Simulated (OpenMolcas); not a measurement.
**Co2+: effect of the active space**

| Quantity | Value |
| --- | --- |
| Program | OpenMolcas 26.06 |
| Method | SS-CASPT2 or its RAS form, IPEA 0.25 Eh, imaginary shift 0.1 Eh |
| Basis | ANO-RCC-VTZP |
| Scalar Hamiltonian | DKH2, point nucleus |
| Spin-orbit coupling | state interaction with AMFI integrals over the reference wave functions, term energies averaged over their components |

A. 7 electrons in 5 orbitals (3d); 2S+1 = 4 even, 10 roots; 2S+1 = 2 even, 40 roots; closed shells correlated: 3s 3p; CASPT2 step of the order of 7 core-seconds
B. 7 electrons in 6 orbitals (3d 4s); 2S+1 = 6 even, 5 roots; 2S+1 = 4 even, 60 roots (50 in the spin-orbit step); 2S+1 = 2 even, 110 roots; closed shells correlated: 3s 3p; CASPT2 step of the order of 70 core-seconds
C. 7 electrons in 9 orbitals (RAS2 3d 4s; RAS3 4p, at most 2 electrons); 2S+1 = 4 even, 60 roots; 2S+1 = 6 even, 5 roots kept (CI in the orbitals of an earlier block); 2S+1 = 2 even, 87 roots kept (CI in the orbitals of an earlier block); 2S+1 = 4 odd, 78 roots (49 in the spin-orbit step); 2S+1 = 6 odd, 15 roots kept (CI in the orbitals of an earlier block); 2S+1 = 2 odd, 27 roots kept (CI in the orbitals of an earlier block, 0 in the spin-orbit step); closed shells correlated: 3s 3p; CASPT2 step roughly 7 core-minutes

Energies in cm⁻¹ above 3d⁷ ⁴F_9/2, the measured ground level; measured values from Sugar and Corliss, J. Phys. Chem. Ref. Data 10, 1097 (1981).

| Level | A | B | C | Measured |
| --- | --- | --- | --- | --- |
| 3d⁷ ⁴F_9/2 | 0.0 | 0.0 | 0.0 | 0.0 |
| 3d⁷ ⁴F_7/2 | 857 | 939 | 940 | 841 |
| 3d⁷ ⁴F_5/2 | 1483 | 1619 | 1623 | 1451 |
| 3d⁷ ⁴F_3/2 | 1911 | 2080 | 2090 | 1867 |
| 3d⁷ ⁴P_5/2 | 15530 | 15170 | 15150 | 15202 |
| 3d⁷ ⁴P_3/2 | 15820 | 15310 | 15330 | 15428 |
| 3d⁷ ⁴P_1/2 | 16220 | 15860 | 15850 | 15811 |
| 3d⁷ ²G_9/2 | 16370 | 15870 | 16630 | 16978 |
| 3d⁷ ²G_7/2 | 17190 | 16740 | 17530 | 17766 |
| 3d⁷ ²P_3/2 | 21380 | 18880 | 19420 | 20195 |
| 3d⁷ ²H_11/2 | 22100 | 21940 | 22630 | 22720 |
| 3d⁷ ²P_1/2 | 22390 | 19580 | 20180 |  |
| 3d⁷ ²H_9/2 | 22820 | 22720 | 23430 | 23434 |
| 3d⁷ ²F_5/2 | 36840 | 35780 | 36210 | 37021 |
| 3d⁷ ²F_7/2 | 37200 | 36170 | 36580 | 37316 |

Deviations, from unrounded energies. A percentage is the sum of absolute deviations over the sum of measured energies, with the sign that they share, or ± where signs differ.

```json
{"Against measurement": "mean absolute deviation (cm-1)", "Levels": "13", "A": "390", "B": "620", "C": "280"}
{"Against measurement": "fine structure of the ground term (%)", "Levels": "3", "A": "+2.2", "B": "+11.6", "C": "+11.8"}
{"Against measurement": "other terms of the ground configuration (%)", "Levels": "10", "A": "±2.3", "B": "±3.4", "C": "±1.4"}
```

C lies closest to measurement on these levels and B furthest from it. The largest miss of C in the table is 3d⁷ ²F_5/2, by -810 cm-1. The ranking rests on the paired levels alone, and a cruder setting can come out closer through cancelling errors.

The spin-orbit steps hold different terms of 3d⁷ (C lacks a ²D), which shifts levels as well.

The two smallest mean deviations differ by little beside CASPT2's spread within terms, so their order carries little weight.

Among A to C the level of the table that moves most is 3d⁷ ²P_1/2, by 2800 cm-1 (lowest in B, highest in A). Moves below CASPT2's spread within the term are not significant.

CASPT2 breaks the degeneracy within a term, and the mean is taken; among the terms shown or strongly mixed into the levels shown the widest spread is 1100 cm-1 (3d⁷ ²H, A). The CASPT2 spread within a term exceeds the gap to the next term for 3d⁷ ²P and 3d⁷ ²H, 3d⁷ ²H and 3d⁷ ²D(1), so the order of their levels is uncertain (holds for A). Some high roots are left out of the spin-orbit mixing, which shifts the levels that they would mix with (holds for B; C). Some levels mix across a computed gap that differs much from the measured one, so their mixing is not that of the real levels (holds for B). Terms from blocks run as CI alone lack orbitals of their own (holds for C). Measured partners are found by configuration, term and J. A level has none where our copy of the source lacks it or the pairing is in doubt (some pairs that miss far off the trend of their configuration count as doubtful), and it then counts in no deviation. Only configurations of the active space appear. The table leaves out levels that lie high or whose names do not pair safely across all columns.

A number in round brackets counts repeated terms of one configuration in the order of the reference energies.
